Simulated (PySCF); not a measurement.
CH₁₀N₂Si₃, SMILES N1[Si@@H](N)[SiH2][Si@H]1C.

Coordinates come from a PBE0-D3(BJ)/def2-SVP optimisation. The structure was generated by enumeration; whether it is a known compound was not checked. One conformer was computed; it need not be the lowest.

Computed with PySCF with r2SCAN/def2-TZVP.

The total energy is -1022.12021 hartree, the highest occupied level is -5.65 eV and the lowest empty level is -0.72 eV. The orbital gap is 4.93 eV and the dipole moment is 1.81 D. The quadrupole, principal values (traceless, Buckingham form, about the centre of nuclear charge) comes out as -3.02, -2.72, 5.74 D·Å.
